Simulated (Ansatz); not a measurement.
One change: `C=C[Si](C)(N)O` becomes `C=C[Si](N)(O)[SiH3]`.

Ansatz, PBE0-D4/def2-TZVP geometries, multiplicity 1. Each molecule was computed in one conformer, which needn't be the lowest.

```json
{"property": "HOMO energy (ωB97M-V/def2-TZVPP) / eV", "`C=C[Si](C)(N)O`": "-9.55"}
{"property": "HOMO energy (PBE0/def2-TZVPP) / eV", "`C=C[Si](C)(N)O`": "-7.22"}
{"property": "LUMO energy (ωB97M-V/def2-TZVPP) / eV", "`C=C[Si](C)(N)O`": "1.92"}
{"property": "LUMO energy (PBE/def2-TZVPP) / eV", "`C=C[Si](C)(N)O`": "-1.16"}
{"property": "HOMO–LUMO gap (B3LYP/def2-TZVPP) / eV", "`C=C[Si](C)(N)O`": "6.61"}
{"property": "LUMO energy (B3LYP/def2-TZVPP) / eV", "`C=C[Si](C)(N)O`": "-0.38"}
```

Q: Give the same properties after the change, and the shifts. (An estimate is asked.)

A: Ansatz gave: 
| property | `C=C[Si](N)(O)[SiH3]` | shift |
| --- | --- | --- |
| HOMO energy (ωB97M-V/def2-TZVPP) / eV | -9.44 | 0.11 |
| HOMO energy (PBE0/def2-TZVPP) / eV | -7.31 | -0.09 |
| LUMO energy (ωB97M-V/def2-TZVPP) / eV | 1.30 | -0.62 |
| LUMO energy (PBE/def2-TZVPP) / eV | -1.62 | -0.46 |
| HOMO–LUMO gap (B3LYP/def2-TZVPP) / eV | 6.24 | -0.37 |
| LUMO energy (B3LYP/def2-TZVPP) / eV | -0.87 | -0.49 |

With PBE0 the HOMO falls by 0.09 eV and the LUMO falls by 0.52 eV, so the gap narrows by about 0.43 eV. PBE moves the HOMO by -0.18 eV and ωB97M-V by 0.11 eV.

B3LYP here is the variant with VWN-RPA as its local correlation; programs differ in this.
